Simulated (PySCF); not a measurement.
Solvent effects on NMR parameters

Atoms are numbered as in `[CH3:1][O:2][c:3]1[cH:4][cH:5][cH:6][c:7]([CH3:8])[c:9]1[CH3:10]`. Hydrogens are named by the atom that carries them.

GIAO PBE0/pcSseg-1 in PySCF 2.14.0 with density-fitted response routines on one PBE0-D3(BJ)/def2-SVP conformer, non-relativistic, equivalent nuclei averaged. Solvents enter as an IEF-PCM continuum (chloroform with ε = 4.7, water with ε = 78.4) around the gas-phase geometry. Shifts are referred to TMS computed in the same medium.

In chloroform, δ in ppm: C3 162.2, C7 145.2, C5 132.1, C9 130.0, C6 126.6, C4 110.7, C1 54.9, C8 22.6, C10 12.3, H(C5) 7.29, H(C6) 6.99, H(C4) 6.72, H(C1) 3.82, H(C8) 2.26. Dipole moment 0.99 D.

Task: How does each δ change in the more polar medium?

Result: 
```
atoms                                      environment  Δδ, water
   C3                   aromatic carbon bearing oxygen       +0.3
   C7                      substituted aromatic carbon       +0.7
   C5                                      aromatic CH       +0.5
   C9                      substituted aromatic carbon       +0.4
   C6                                      aromatic CH       +0.2
   C4                                      aromatic CH       +0.7
   C1                        methyl carbon bonded to O       +0.4
   C8                methyl carbon on an aromatic ring       +0.1
  C10                methyl carbon on an aromatic ring       +0.1
H(C5)                       hydrogen on an aromatic CH      +0.07
H(C6)                       hydrogen on an aromatic CH      +0.07
H(C4)                       hydrogen on an aromatic CH      +0.12
H(C1)          hydrogen on a methyl carbon bonded to O      +0.05
H(C8)  hydrogen on a methyl carbon on an aromatic ring      +0.04
```

Changes are relative to chloroform. The dipole moment becomes 1.01 D in water.

Task: Which nuclei move most (in ppm), and what does the model miss?

Result: C7 (substituted aromatic carbon, +0.7 ppm) and C4 (aromatic CH, +0.7 ppm) in water. A continuum only polarises the solute; specific hydrogen bonds, the anisotropy of aromatic solvents and changes of geometry or conformer are outside it.
